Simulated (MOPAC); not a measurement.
Input for MOPAC: PM7 on H4Si2 (SMILES [SiH][SiH3]), a point of a bond scan (R = 2.285 Å).

```
PM7 1SCF PRECISE CHARGE=0 THREADS=1
H4Si2

Si    -0.00338560 1     1.03723858 1     0.82594973 1
H     -0.66410787 1     2.27364768 1    -0.97903134 1
Si     0.02918721 1    -0.89103927 1    -0.59790228 1
H      0.97945138 1    -0.66055376 1    -1.72119154 1
H     -1.32621922 1    -1.10029411 1    -1.17841082 1
H      0.42941234 1    -2.14745382 1     0.08430899 1
```

Output:

```
*******************************************************************************
 **                                                                           **
 **                              MOPAC v23.2.5                                **
 **                                                                           **
 *******************************************************************************
 ** MOPAC's Digital Object Identifier: https://doi.org/10.5281/zenodo.6511958 **
 **                                                                           **
 ** Please cite the open-source release paper for use of this MOPAC version:  **
 ** J. E. Moussa and J. J. P. Stewart (2026)                                  **
 ** MOPAC: An open-source semiempirical molecular orbital program             **
 ** J. Open Source Softw., 11(119), 8025, https://doi.org/10.21105/joss.08025 **
 *******************************************************************************

                              PM7 CALCULATION RESULTS

 *******************************************************************************
 *  PM7        - The PM7 Hamiltonian to be used
 *
 *
 *
 *                 CHARGE ON SYSTEM = 0
 *
 *
 *
 *  PRECISE    - TIGHTER CRITERIA TO BE USED
 *  1SCF       - DO 1 SCF AND THEN STOP
 *  THREADS=1  - MULTI-THREADING NOT USED
 *  T=         - A TIME OF 172800.0 SECONDS REQUESTED
 *  DUMP=N     - RESTART FILE WRITTEN EVERY 7200.0 SECONDS REQUESTED
 *******************************************************************************
PM7 1SCF PRECISE CHARGE=0 THREADS=1
 H4Si2

   ATOM   CHEMICAL          X               Y               Z
  NUMBER   SYMBOL      (ANGSTROMS)     (ANGSTROMS)     (ANGSTROMS)

     1      Si         -0.00338560  *   1.03723858  *   0.82594973  *
     2       H         -0.66410787  *   2.27364768  *  -0.97903134  *
     3      Si          0.02918721  *  -0.89103927  *  -0.59790228  *
     4       H          0.97945138  *  -0.66055376  *  -1.72119154  *
     5       H         -1.32621922  *  -1.10029411  *  -1.17841082  *
     6       H          0.42941234  *  -2.14745382  *   0.08430899  *



          CARTESIAN COORDINATES

    NO.       ATOM           X           Y           Z

     1        Si         -0.0034      1.0372      0.8259
     2         H         -0.6641      2.2736     -0.9790
     3        Si          0.0292     -0.8910     -0.5979
     4         H          0.9795     -0.6606     -1.7212
     5         H         -1.3262     -1.1003     -1.1784
     6         H          0.4294     -2.1475      0.0843

 General Reference for PM7:
 "Optimization of Parameters for Semiempirical Methods VI: More Modifications to the
 NDDO Approximations and Re-optimization of Parameters", J. J. P. Stewart, J. Mol. Mod., 1:32, 19 (2013)
 https://link.springer.com/article/10.1007/s00894-012-1667-x

           Empirical Formula: H4 Si2  =     6 atoms



      MOLECULAR POINT GROUP   :   Cs


      RHF CALCULATION, NO. OF DOUBLY OCCUPIED LEVELS = 6


 -------------------------------------------------------------------------------
 PM7 1SCF PRECISE CHARGE=0 THREADS=1
 H4Si2



     1SCF WAS SPECIFIED, SO BFGS WAS NOT USED
     SCF FIELD WAS ACHIEVED


                              PM7 CALCULATION
                                                       MOPAC v23.2.5 Linux




          FINAL HEAT OF FORMATION =        160.24794 KCAL/MOL =     670.47738 KJ/MOL


          COSMO AREA              =        119.93 SQUARE ANGSTROMS
          COSMO VOLUME            =        112.29 CUBIC ANGSTROMS

          IONIZATION POTENTIAL    =          8.724544 EV
          HOMO LUMO ENERGIES (EV) =         -8.725 -0.166
          NO. OF FILLED LEVELS    =          6
          MOLECULAR WEIGHT        =         60.2026         POINT GROUP:  Cs

          MOLECULAR DIMENSIONS (Angstroms)

            Atom       Atom       Distance
            H     6    H     2     4.67682
           Si     1    H     4     2.95969
            H     4    H     5     2.20061


          SCF CALCULATIONS        =          1





   ATOM   CHEMICAL          X               Y               Z
  NUMBER   SYMBOL      (ANGSTROMS)     (ANGSTROMS)     (ANGSTROMS)

     1      Si         -0.00338560  *   1.03723858  *   0.82594973  *
     2       H         -0.66410787  *   2.27364768  *  -0.97903134  *
     3      Si          0.02918721  *  -0.89103927  *  -0.59790228  *
     4       H          0.97945138  *  -0.66055376  *  -1.72119154  *
     5       H         -1.32621922  *  -1.10029411  *  -1.17841082  *
     6       H          0.42941234  *  -2.14745382  *   0.08430899  *

                             CARTESIAN COORDINATES

   1   Si       -0.003385600     1.037238580     0.825949730
   2    H       -0.664107870     2.273647680    -0.979031340
   3   Si        0.029187210    -0.891039270    -0.597902280
   4    H        0.979451380    -0.660553760    -1.721191540
   5    H       -1.326219220    -1.100294110    -1.178410820
   6    H        0.429412340    -2.147453820     0.084308990


           Empirical Formula: H4 Si2  =     6 atoms



      MOLECULAR POINT GROUP   :   Cs


                  EIGENVALUES
 -18.85307 -13.15388 -12.60009 -12.54527  -9.07729  -8.72454  -0.16613   0.09064
   1.12755   2.27836   2.29204   7.60605  19.36762  19.43141  20.29422  20.52922
  20.53510  23.80971  23.84930  24.49884  24.54096  24.81767


              NET ATOMIC CHARGES AND DIPOLE CONTRIBUTIONS

  ATOM NO.   TYPE          CHARGE      No. of ELECS.   s-Pop       p-Pop       d-Pop
    1         Si           0.135642        3.8644     1.47457     2.35879     0.03099
    2          H          -0.028332        1.0283     1.02833
    3         Si          -0.125216        4.1252     0.92574     3.10577     0.09370
    4          H           0.004558        0.9954     0.99544
    5          H           0.004558        0.9954     0.99544
    6          H           0.008790        0.9912     0.99121
 DIPOLE           X         Y         Z       TOTAL
 POINT-CHG.     0.081     0.773     0.971     1.244
 HYBRID        -0.318    -0.983    -2.147     2.383
 SUM           -0.237    -0.210    -1.176     1.218


          ATOMIC ORBITAL ELECTRON POPULATIONS

     Atom    s        px        py        pz      x^2-y^2     xz        z^2       yz        xy
    1 Si   1.47457   0.09596   0.80857   1.45426   0.00455   0.00315   0.00386   0.01698   0.00245
    2  H   1.02833
    3 Si   0.92574   1.00235   1.05619   1.04723   0.03007   0.02460   0.00844   0.02437   0.00623
    4  H   0.99544
    5  H   0.99544
    6  H   0.99121

 **********************
 *                    *
 * JOB ENDED NORMALLY *
 *                    *
 **********************




 == MOPAC DONE ==
```

The run finished.

Cost: very roughly 0.010 core-seconds.
